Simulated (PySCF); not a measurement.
C3H8BN, singlet (B3LYP/def2-SVP optimised geometry):

```
13

B     -0.777    -0.053     0.000
H     -1.283     1.066     0.000
H     -1.283    -0.763    -0.865
C      0.846    -0.053     0.000
H      1.283    -1.066     0.057
H      1.283     0.546     0.819
H      1.199     0.394    -0.945
C     -2.131    -1.743     3.566
C     -1.655    -1.154     2.324
N     -1.287    -0.686     1.337
H     -1.352    -1.672     4.340
H     -2.383    -2.803     3.410
H     -3.029    -1.210     3.915
```

Level of theory: PySCF 2.14.0 with B3LYP/def2-TZVP.

Task: What are the frontier orbital energies and the dipole moment?

Result: HOMO-2 -9.09 eV, HOMO-1 -7.36 eV, HOMO -7.08 eV, LUMO -0.73 eV, LUMO+1 -0.69 eV; dipole moment 7.22 D.

On the same geometry PBE/def2-TZVP (PySCF) gives HOMO-2 -7.88 eV, HOMO-1 -6.33 eV, HOMO -6.03 eV, LUMO -1.46 eV, LUMO+1 -1.42 eV; dipole moment 6.83 D.

Meta-Löwdin charges at B3LYP/def2-TZVP: B1 -0.24, H2 -0.02, H3 -0.02, C4 -0.42, H5 0.09, H6 0.09, H7 0.11, C8 -0.34, C9 0.18, N10 0.07, H11 0.16, H12 0.16, H13 0.16.
